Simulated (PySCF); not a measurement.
Question: Give a PBE0-D3(BJ)/def2-SVP geometry of `CC(C)[C@@H]1C[C@@H]1CS`.

Answer: 
Z-matrix in Å and degrees, rows numbered from 1:
```
C 
C   1  1.5253
C   2  1.5257  1  111.57
C   2  1.5143  1  110.95  3   123.39
C   4  1.5005  2  121.37  1   159.62
C   4  1.5051  2  124.00  1    86.65
C   6  1.5034  4  123.89  5  -107.58
S   7  1.8251  6  114.99  4   -87.17
H   1  1.1029  2  110.47  3   -61.71
H   1  1.1013  2  111.26  3    57.58
H   1  1.0999  2  111.06  3   178.62
H   2  1.1048  1  108.18  3  -118.07
H   3  1.1026  2  110.71  1    61.61
H   3  1.1008  2  111.43  1  -178.70
H   3  1.1011  2  111.31  1   -57.91
H   4  1.0971  2  112.53  1   -57.90
H   5  1.0953  4  116.87  6   106.99
H   5  1.0929  4  119.72  6  -108.47
H   6  1.0961  4  114.91  5   106.09
H   7  1.1011  6  110.43  4   149.14
H   7  1.1000  6  111.26  4    31.12
H   8  1.3501  7   96.39  6   -58.48
```

The 3-membered ring C4–C5–C6 has internal angles of 59.8° to 60.1°. The 7 C–C bonds span 1.500 Å (C4–C5, drawn single) to 1.526 Å (C2–C3, drawn single), a spread of 0.026 Å. Of the pairs four or more bonds apart, H12···H21 is among the closest relative to their van der Waals radii: 2.14 Å, 89 % of the sum of Bondi's values.

Method used: PBE0-D3(BJ)/def2-SVP geometry optimisation, gas phase in PySCF.

Point group: C1 (no symmetry element, even within 0.4 Å). No frequency check. One conformer, not necessarily the lowest (C1–C2–C4–C5 160°, C5–C6–C7–S8 -159°, C6–C7–S8–H -58°).
